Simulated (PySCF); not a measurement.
ClFH2N2W, multiplicity 1. Atoms are numbered in the order given.

```xyz
7

W     -0.0093     0.1939     0.0000
N     -0.9068     0.6560    -1.4286
H     -1.6959     1.0413    -1.9420
N     -0.9068     0.6560     1.4286
H     -1.6959     1.0413     1.9420
F      1.6194     1.1414     0.0000
Cl     0.1293    -2.1112     0.0000
```
Charge 0, spin multiplicity 1.

The structure is a stationary point at B3LYP-D3(BJ)/def2-SVP. The spin state was assumed, not searched. The structure was generated by enumeration; whether it is a known compound was not checked. The def2 effective core potentials stand for the cores of W; spin–orbit coupling is left out.

Computed with CAM-B3LYP/def2-TZVP in PySCF.

ESP charges are fitted to the potential on shells at 1.4 to 2.0 van der Waals radii. Atomic charges (e):

```tsv
atom	Mulliken	ESP fit	Löwdin
W1	1.37	1.12	0.60
N2	-0.58	-0.74	-0.35
H3	0.25	0.41	0.16
N4	-0.58	-0.74	-0.35
H5	0.25	0.41	0.16
F6	-0.40	-0.26	-0.25
Cl7	-0.33	-0.21	0.03
```
